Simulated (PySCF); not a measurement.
Molecule: `COc1ccccn1`, C₆H₇NO.

Geometry:
```json
{"atom": "C1", "x (Å)": "-2.734", "y (Å)": "0.209", "z (Å)": "0.190"}
{"atom": "O2", "x (Å)": "-1.693", "y (Å)": "-0.700", "z (Å)": "-0.089"}
{"atom": "C3", "x (Å)": "-0.439", "y (Å)": "-0.238", "z (Å)": "-0.036"}
{"atom": "C4", "x (Å)": "0.594", "y (Å)": "-1.149", "z (Å)": "-0.325"}
{"atom": "C5", "x (Å)": "1.895", "y (Å)": "-0.683", "z (Å)": "-0.273"}
{"atom": "C6", "x (Å)": "2.134", "y (Å)": "0.656", "z (Å)": "0.059"}
{"atom": "C7", "x (Å)": "1.036", "y (Å)": "1.462", "z (Å)": "0.323"}
{"atom": "N8", "x (Å)": "-0.226", "y (Å)": "1.028", "z (Å)": "0.278"}
{"atom": "H9", "x (Å)": "-2.726", "y (Å)": "1.056", "z (Å)": "-0.514"}
{"atom": "H10", "x (Å)": "-3.668", "y (Å)": "-0.358", "z (Å)": "0.088"}
{"atom": "H11", "x (Å)": "-2.648", "y (Å)": "0.618", "z (Å)": "1.209"}
{"atom": "H12", "x (Å)": "0.346", "y (Å)": "-2.181", "z (Å)": "-0.578"}
{"atom": "H13", "x (Å)": "2.727", "y (Å)": "-1.358", "z (Å)": "-0.491"}
{"atom": "H14", "x (Å)": "3.147", "y (Å)": "1.059", "z (Å)": "0.110"}
{"atom": "H15", "x (Å)": "1.172", "y (Å)": "2.517", "z (Å)": "0.588"}
```

Geometry PBE0-D3(BJ)/def2-SVP throughout; GIAO in PySCF 2.14.0 with density-fitted response routines, gas phase, one conformer, non-relativistic; equivalent atoms averaged; basis pcSseg-1.

For orientation, PBE0 gives these absolute shieldings σ: C3 16.0, C7 30.8, C6 64.0, C4 69.4, C1 130.9, N8 -36.1, H15 22.98, H14 24.49, H9/H10/H11 27.41 ppm.

A run gave: C3 14.1, C7 29.1, C6 61.1, C4 66.6, C1 125.0, N8 -34.1, H15 23.10, H14 24.65, H9/H10/H11 27.37 ppm (absolute shieldings σ).

Problem. Which functional was used in that run?
A. wB97X-D
B. KT2
C. BP86
D. WP04

Solution. C. C1 tells them apart best: BP86 gives 125.0, wB97X-D gives 130.4, WP04 gives 116.4, KT2 gives 130.0 ppm.
